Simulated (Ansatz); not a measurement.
A structure relaxed at PBE0-D4/def2-SVP in Ansatz, charge 0, doublet:

```
atom   x (Å)   y (Å)   z (Å)
 Na1  -2.489   3.711   1.723
 Na2  -0.661   0.645  -0.438
 Na3   1.312  -1.605   0.018
 Na4   0.999  -2.303  -2.808
 Na5  -0.334   1.353   2.445
  F6  -1.485   2.134   0.814
  F7   0.096  -0.780  -1.747
  F8   2.064  -3.026  -1.267
  F9   0.499  -0.128   1.261
```

Task: Give its formula and point group.

Result: Na₅F₄. Point group Cs (tolerance 0.1 Å).

Task: Summarise the bond lengths by kind (pairs closer than 1.2 times the sum of covalent radii, bridged metal pairs left out).

Result: 11 × F–Na 2.01 to 2.30 Å.

Another isomer (doublet) lies 0.14 eV lower at PBE0-D4/def2-TZVP; other spin states weren't run for this one.
